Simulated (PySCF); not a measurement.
1-bromocyclobutene (C4H5Br), SMILES BrC1=CCC1.

Geometry optimised at PBE-D3(BJ)/def2-SVP.

Two levels are set side by side: TDDFT-PBE/def2-SVPD (PySCF) and TDDFT-M06-2X/def2-SVPD (PySCF). Vertical, same geometry. The lowest singlet is HOMO→LUMO+1 99 % with PBE and HOMO→LUMO+1 74 %, HOMO→LUMO+7 13 % with the other functional; states are paired by order. Differences are taken from unrounded values.

```csv
quantity,TDDFT-PBE
lowest singlet excitation (eV),5.39
lowest triplet excitation (TDA) (eV),3.99
first bright state (f over 0.05) (eV),5.83
its oscillator strength,0.16
```

### Question
These are the TDDFT-PBE values. What does TDDFT-M06-2X give? (Estimate from the structure and the level; the computed values follow.)

### Answer

| quantity | TDDFT-M06-2X | TDDFT-PBE minus TDDFT-M06-2X |
|---|---|---|
| lowest singlet excitation (eV) | 5.85 | -0.45 |
| lowest triplet excitation (TDA) (eV) | 4.35 | -0.36 |
| first bright state (f over 0.05) (eV) | 6.42 | -0.60 |
| its oscillator strength | 0.23 | -0.07 |

A lower first singlet is the usual sign of a functional without exact exchange. Differences between two approximate levels are no errors against the true value.

Rough cost on one machine, each run with all the roots and properties that it gave: TDDFT-M06-2X against TDDFT-PBE about 20 times.
